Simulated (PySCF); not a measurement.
Level of theory: PySCF 2.14.0 with PBE-D3(BJ)/def2-TZVP // B3LYP-D3(BJ)/def2-TZVP. Gas-phase values, no solvent. One relaxed conformer stands for a flexible species; it need not be the lowest. 

Reference species (SMILES): `[H]/N=C(/C)N` (neutral, multiplicity 1).

```yaml
LUMO: -0.19 eV
HOMO–LUMO gap: 5.47 eV
```

Changed species: `[H]/N=C\CN`.

Problem. What does the change do to the LUMO and HOMO–LUMO gap?

Solution. the LUMO decreases by 1.18 eV, to -1.37 eV; the HOMO–LUMO gap falls by 1.32 eV, to 4.15 eV.
